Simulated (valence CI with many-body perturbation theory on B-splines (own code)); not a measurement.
The numbers below are computed, except where a source is named.
**Ag XLIII: magnetic and hyperfine properties of the levels**

Level of theory: configuration interaction combined with many-body perturbation theory (CI+MBPT): three valence electrons over a frozen Dirac-Fock core [He], radial functions for each j: 11 s, 11 p, 10 d, 8 f, 5 g, 2 h, with the one-electron correlation potential Σ1, the two-electron term Σ2, the three-electron term Σ3, Breit, model QED; selected CI, second order for the rest, scaled by the run's own slope (own B-spline code, finite nucleus).

No measured spectrum was set against this ion. As an estimate, large intervals hold to a few tenths of a per cent, small ones and those within an open d or f shell to about a per cent.

A/g_I is the dipole constant over the nuclear g factor μ/I (μ in nuclear magnetons, uniformly magnetised nucleus), B/Q the quadrupole constant per barn. Both hold the static response of the core; the bare values leave it out. Large factors of s and p1/2 electrons are usually good to 5 to 10 %; those of open d and f shells near neutrality can be off by tens of per cent, and small factors of p3/2, d and f electrons come from cancelling terms and can be off by a factor of two or in sign, in half-filled shells by more. B is blank for J = 1/2, where it vanishes, and for nearly pure S terms. Energies count from the lowest level.

Levels are named by their leading jj configuration (3d3/2^4 stands for four electrons in 3d with j = 3/2), which in mixed levels can hold well under half, so a name can repeat and another be missing. Letters in brackets count levels of one name in rising energy.

| Level | E (eV) | g | A/g_I (MHz) | A/g_I bare | B/Q (MHz/b) | B/Q bare |
| --- | --- | --- | --- | --- | --- | --- |
| (2s^2 2p1/2) J=1/2 | 0.0 | 0.647 | 1220000 | 1220000 |  |  |
| (2s 2p1/2^2) J=1/2 | 132.2 | 2.273 | 3550000 | 3500000 |  |  |
| (2s^2 2p3/2) J=3/2 | 195.1 | 1.320 | 199000 | 205000 | 375000 | 376000 |
| (2s 2p1/2 2p3/2) J=3/2 [a] | 288.2 | 1.673 | 971000 | 966000 | 298000 | 298000 |
| (2s 2p1/2 2p3/2) J=5/2 | 315.3 | 1.381 | 1110000 | 1100000 | 183000 | 183000 |
| (2s 2p1/2 2p3/2) J=3/2 [b] | 358.4 | 0.948 | 2270 | 12700 | 273000 | 274000 |
| (2s 2p1/2 2p3/2) J=1/2 | 361.2 | 1.175 | -1030000 | -1000000 |  |  |
| (2s 2p3/2^2) J=5/2 | 501.9 | 1.390 | 936000 | 930000 | 192000 | 192000 |
| (2p1/2^2 2p3/2) J=3/2 | 503.5 | 1.394 | 168000 | 181000 | 328000 | 329000 |
| (2s 2p3/2^2) J=1/2 | 564.4 | 1.844 | 3760000 | 3700000 |  |  |
| (2s 2p3/2^2) J=3/2 | 565.5 | 1.205 | -499000 | -478000 | -123000 | -123000 |
| (2p1/2 2p3/2^2) J=3/2 | 672.9 | 1.423 | -13300 | 1790 | 70600 | 70800 |
| (2p1/2 2p3/2^2) J=5/2 | 690.3 | 1.185 | 394000 | 400000 | -1780 | -1780 |
| (2p1/2 2p3/2^2) J=1/2 | 723.2 | 0.647 | 1230000 | 1210000 |  |  |
| (2p3/2^3) J=3/2 | 897.1 | 1.277 | 196000 | 205000 | -397000 | -398000 |
| (2s^2 3s) J=1/2 | 3801.5 | 1.995 | 1110000 | 1100000 |  |  |
| (2s^2 3p1/2) J=1/2 | 3848.5 | 0.670 | 354000 | 351000 |  |  |
| (2s 2p1/2 3s) J=1/2 [a] | 3893.4 | 2.418 | 2170000 | 2140000 |  |  |
| (2s^2 3p3/2) J=3/2 | 3898.8 | 1.427 | 897000 | 887000 | 45500 | 45600 |
| (2s 2p1/2 3s) J=3/2 | 3916.9 | 1.494 | 1170000 | 1160000 | -29400 | -29400 |
| (2s 2p1/2 3s) J=1/2 [b] | 3925.3 | 0.746 | 1840000 | 1820000 |  |  |
| (2s 2p1/2 3p1/2) J=1/2 [a] | 3933.3 | 0.253 | -244000 | -236000 |  |  |
| (2s^2 3d3/2) J=3/2 | 3941.6 | 0.868 | 454000 | 449000 | 5910 | 6080 |
| (2s 2p1/2 3p1/2) J=3/2 | 3951.8 | 1.079 | 1330000 | 1320000 | -71500 | -71600 |
| (2s^2 3d5/2) J=5/2 | 3960.4 | 1.196 | 22600 | 22500 | 29500 | 29900 |
| (2s 2p1/2 3p1/2) J=1/2 [b] | 3971.7 | 2.053 | 3740000 | 3690000 |  |  |
| (2s 2p1/2 3p3/2) J=3/2 [a] | 3998.3 | 1.414 | 217000 | 217000 | 101000 | 101000 |
| (2s 2p1/2 3p3/2) J=1/2 | 4011.7 | 1.278 | -1300000 | -1280000 |  |  |
| (2s 2p1/2 3p3/2) J=5/2 | 4015.3 | 1.352 | 1010000 | 995000 | 17800 | 17800 |
| (2s 2p1/2 3p3/2) J=3/2 [b] | 4018.6 | 1.243 | 552000 | 547000 | 88800 | 88900 |
| (2s 2p1/2 3d3/2) J=3/2 [a] | 4026.1 | 0.544 | -343000 | -337000 | 29600 | 29900 |
| (2s 2p1/2 3d3/2) J=5/2 | 4041.4 | 1.055 | 753000 | 744000 | -35100 | -34900 |
| (2s 2p1/2 3d5/2) J=5/2 [a] | 4051.8 | 1.353 | 484000 | 477000 | 18900 | 19200 |
| (2s 2p1/2 3d3/2) J=1/2 | 4053.8 | 0.389 | -1490000 | -1470000 |  |  |
| (2s 2p1/2 3d3/2) J=3/2 [b] | 4054.8 | 1.264 | 796000 | 785000 | 54400 | 54500 |
| (2s 2p1/2 3d5/2) J=7/2 | 4065.8 | 1.252 | 713000 | 704000 | -71400 | -71300 |
| (2p1/2^2 3s) J=1/2 | 4071.7 | 2.004 | 829000 | 820000 |  |  |
| (2s 2p1/2 3d5/2) J=3/2 | 4075.9 | 1.032 | -695000 | -686000 | 4550 | 4750 |
| (2s 2p1/2 3d5/2) J=5/2 [b] | 4075.9 | 1.045 | 117000 | 116000 | 94800 | 95200 |
| (2s 2p3/2 3s) J=5/2 | 4088.9 | 1.571 | 1080000 | 1070000 | 366000 | 367000 |

(1) Take the isotope of mass number 107, with I = 1/2, μ = -0.11352 μN. What is the hyperfine structure of (2s 2p1/2 2p3/2) J=3/2 [a]?

Results:

(1) From the table A = -220000 MHz. Shifts from the centre of gravity in MHz: F = 1: 275000, F = 2: -165000.
